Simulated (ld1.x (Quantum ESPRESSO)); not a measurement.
# Building the TM potential for Cr (Z = 24) (LDA (PZ), fully relativistic).

Input for ld1.x (Quantum ESPRESSO) 7.5:

```
&input
   title='Cr', zed=24., rel=2, dft='PZ', iswitch=3,
   config='[Ar] 3d5 4s1 4p0', rel_dist='average',
   nld=5, rlderiv=4.55, eminld=-2.0, emaxld=5.0, deld=0.02
 /
 &inputp
   pseudotype=2, tm=.true., lloc=-1, rcloc=3.35,
   nlcc=.true., rcore=2.00,
   file_pseudopw='Cr.UPF', file_wfcaegen='ae.wfc', file_wfcncgen='nc.wfc', file_beta='beta', file_chi='chi'
 /
3
4S  1  0   1.00   0.00  1.95  1.95  0.0
4P  2  1   0.00   0.00  4.20  4.20  0.0
3D  3  2   5.00   0.00  2.10  2.10  0.0
 &test
   configts(1)='3d5 4s1 4p0'
 /
```

Command:

```bash
ld1.x < Cr.in > Cr.out
```

The program printed (shortened: banner, matrices, multipoles, cross overlaps and the repeated all-electron block are left out):

```
Program LD1 v.7.5
     --------------------------- All-electron run ----------------------------

     Cr
     dirac relativistic calculation

     atomic number is 24.00
     dft =PZ   lsd =0 sic =0 latt =0  beta=0.20 tr2=1.0E-14
     Exchange-correlation= PZ
                           (   1   1   0   0   0   0   0)
     mesh =1183 r(mesh) =  99.18097 a.u. xmin = -7.00 dx = 0.01250
     1 Ry =  13.60569312 eV, c = 137.03599908

     n l j   nl                  e(Ry)          e(Ha)          e(eV)
     Spin orbit split results
     1 0 0.5 1S 1( 2.00)      -431.1147      -215.5574     -5865.6145
     2 0 0.5 2S 1( 2.00)       -48.8997       -24.4498      -665.3141
     2 1 0.5 2P 1( 2.00)       -41.5940       -20.7970      -565.9151
     2 1 1.5 2P 1( 4.00)       -40.9600       -20.4800      -557.2890
     3 0 0.5 3S 1( 2.00)        -5.4055        -2.7027       -73.5450
     3 1 0.5 3P 1( 2.00)        -3.3828        -1.6914       -46.0254
     3 1 1.5 3P 1( 4.00)        -3.3074        -1.6537       -44.9989
     3 2 1.5 3D 1( 2.00)        -0.2336        -0.1168        -3.1783
     3 2 2.5 3D 1( 3.00)        -0.2279        -0.1139        -3.1003
     4 0 0.5 4S 1( 1.00)        -0.3086        -0.1543        -4.1981
     4 1 0.5 4P 1( 0.00)        -0.0809        -0.0405        -1.1012
     4 1 1.5 4P 1( 0.00)        -0.0789        -0.0394        -1.0731
     Averaged results
     1 0     1S 1( 2.00)      -431.1147      -215.5574     -5865.6145
     2 0     2S 1( 2.00)       -48.8997       -24.4498      -665.3141
     2 1     2P 1( 6.00)       -41.1713       -20.5857      -560.1644
     3 0     3S 1( 2.00)        -5.4055        -2.7027       -73.5450
     3 1     3P 1( 6.00)        -3.3325        -1.6663       -45.3411
     3 2     3D 1( 5.00)        -0.2302        -0.1151        -3.1315
     4 0     4S 1( 1.00)        -0.3086        -0.1543        -4.1981
     4 1     4P 1( 0.00)        -0.0796        -0.0398        -1.0824

     final scf error:  5.6E-15 reached in  28 iterations

     Etot =   -2096.985709 Ry,   -1048.492855 Ha,  -28530.944041 eV

     Ekin =    2120.527134 Ry,    1060.263567 Ha,   28851.241444 eV
     Encl =   -5012.202424 Ry,   -2506.101212 Ha,  -68194.488050 eV
     Eh   =     887.774313 Ry,     443.887156 Ha,   12078.784859 eV
     Exc  =     -93.084732 Ry,     -46.542366 Ha,   -1266.482294 eV

     normalization and overlap integrals

     s(1S/1S) =  1.000000  <r> =   0.0637  <r2> =    0.0055  r(max) =   0.0417
     s(2S/2S) =  1.000000  <r> =   0.2937  <r2> =    0.1020  r(max) =   0.2428
     s(2P/2P) =  1.000000  <r> =   0.2582  <r2> =    0.0822  r(max) =   0.1963
     s(2P/2P) =  1.000000  <r> =   0.2611  <r2> =    0.0839  r(max) =   0.1988
     s(3S/3S) =  1.000000  <r> =   0.9036  <r2> =    0.9446  r(max) =   0.7764
     s(3P/3P) =  1.000000  <r> =   0.9609  <r2> =    1.0935  r(max) =   0.7961
     s(3P/3P) =  1.000000  <r> =   0.9703  <r2> =    1.1150  r(max) =   0.7961
     s(3D/3D) =  1.000000  <r> =   1.5049  <r2> =    3.2578  r(max) =   0.8369
     s(3D/3D) =  1.000000  <r> =   1.5164  <r2> =    3.3139  r(max) =   0.8369
     s(4S/4S) =  1.000000  <r> =   3.3940  <r2> =   13.4291  r(max) =   2.7441
     s(4P/4P) =  1.000000  <r> =   5.0051  <r2> =   30.0372  r(max) =   3.8457
     s(4P/4P) =  1.000000  <r> =   5.0552  <r2> =   30.6392  r(max) =   3.8940

     ------------------------ End of All-electron run ------------------------

     --------------------- Generating NC pseudopotential ---------------------

      Generating local potential from pseudized AE potential:
      Matching radius rcloc =   3.3500

      Local pseudo, rcloc= 3.310 Estimated cut-off energy=     2.20 Ry

      Computing core charge for nlcc:

       r > 2.01 : true rho core
       r < 2.01 : rho core = a sin(br)/r    a=   0.63  b=   1.38

      Integrated core pseudo-charge :   1.10

     Fully relativistic calculation: |psi|^2

     Wfc 4S LC norm =  0.99997675 SC norm =  0.00002279 missing  0.00000046

     Wfc 4P LC norm =  0.99998955 SC norm =  0.00001039 missing  0.00000005

     Wfc 4P LC norm =  0.99998975 SC norm =  0.00000895 missing  0.00000130

     Wfc 3D LC norm =  0.99987415 SC norm =  0.00012584 missing  0.00000000

     Wfc 3D LC norm =  0.99987531 SC norm =  0.00012459 missing  0.00000011

      Wfc   4S  rcut= 1.958  Using Troullier-Martins method

      Wfc   4P  rcut= 4.250  Using Troullier-Martins method

      Wfc   4P  rcut= 4.250  Using Troullier-Martins method

      Wfc   3D  rcut= 2.111  Using Troullier-Martins method

      Wfc   3D  rcut= 2.111  Using Troullier-Martins method

     ------------------- End of pseudopotential generation -------------------

     Computing logarithmic derivative in   4.55268
     Computing logarithmic derivative in   4.55268
     Computing the partial wave expansion
     R is outside the sphere for l=    0 j= 0.50
     R is outside the sphere for l=    1 j= 0.50
     R is outside the sphere for l=    1 j= 1.50
     R is outside the sphere for l=    2 j= 1.50
     R is outside the sphere for l=    2 j= 2.50

     ---------------------- Testing the pseudopotential ----------------------

     Cr
     dirac relativistic calculation

     atomic number is 24.00   valence charge is  6.00
     dft =PZ   lsd =0 sic =0 latt =0  beta=0.20 tr2=1.0E-14
     mesh =1183 r(mesh) =  99.18097 xmin = -7.00 dx = 0.01250

     n l  j  nl             e AE (Ry)       e PS (Ry)    De AE-PS (Ry)
     3 2 1.5 3D   1( 2.00)       -0.23360       -0.23360       -0.00000
     3 2 2.5 3D   1( 3.00)       -0.22787       -0.22787        0.00000
     1 0 0.5 4S   1( 1.00)       -0.30856       -0.30856       -0.00000
     2 1 0.5 4P   1( 0.00)       -0.08093       -0.08093       -0.00000
     2 1 1.5 4P   1( 0.00)       -0.07887       -0.07887        0.00000

     eps = 8.2E-15  iter =  8

     Etot =   -2096.985709 Ry,   -1048.492855 Ha,  -28530.944041 eV
     Etotps =   -19.609972 Ry,      -9.804986 Ha,    -266.807265 eV

     Ekin =      32.541728 Ry,      16.270864 Ha,     442.752762 eV
     Encl =     -39.335092 Ry,     -19.667546 Ha,    -535.181192 eV
     Ehrt =      18.654223 Ry,       9.327111 Ha,     253.803630 eV
     Ecxc =      -5.778623 Ry,      -2.889311 Ha,     -78.622170 eV
     (Ecc =      -0.590531 Ry,      -0.295265 Ha,      -8.034583 eV)
     Epseu=     -25.692208 Ry,     -12.846104 Ha,    -349.560295 eV

     ---------------------- End of pseudopotential test ----------------------
```

Generation and configuration tests took about 1.9 s on one core of a shared server CPU.
